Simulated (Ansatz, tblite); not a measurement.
Forces on Ti3Si5 at its PBE-D4/def2-SVP geometry. The state is a singlet with charge 0.

The xTB rows come from tblite. This restricted singlet of an open-shell metal (gap down to 0.35 eV) wasn't tested against broken symmetry. No other spin state of charge 0 was run. Another isomer (triplet) lies 1.09 eV lower at PBE0-D4/def2-TZVP; other spin states weren't run for this one.

GFN2-xTB (tblite), largest force 26.56 eV/Å:

```xyz
8
positions Å, forces eV/Å
Ti   -0.516   -0.406    1.850    3.952   24.762    8.765
Ti   -1.704   -0.904   -0.652   -0.993    0.837   -0.784
Ti   -0.882   -2.227    1.277   -3.766  -24.724   -7.417
Si   -0.631    1.349   -0.092   -2.138    1.874    0.733
Si   -0.217    0.317   -2.238   -0.047    0.126   -1.927
Si    1.366    1.201    1.297    0.985    0.694    0.812
Si    0.830   -0.749   -0.260    1.954   -3.763   -0.063
Si    1.755    1.419   -1.182    0.052    0.196   -0.119
```

PBE-D4/def2-TZVP (Ansatz), largest force 0.48 eV/Å:

```
Ti 0.099 0.436 0.163
Ti -0.069 0.024 -0.148
Ti -0.038 -0.474 -0.021
Si 0.214 -0.166 -0.063
Si 0.092 0.078 0.187
Si -0.059 -0.039 -0.160
Si -0.073 0.282 -0.052
Si -0.165 -0.141 0.094
```
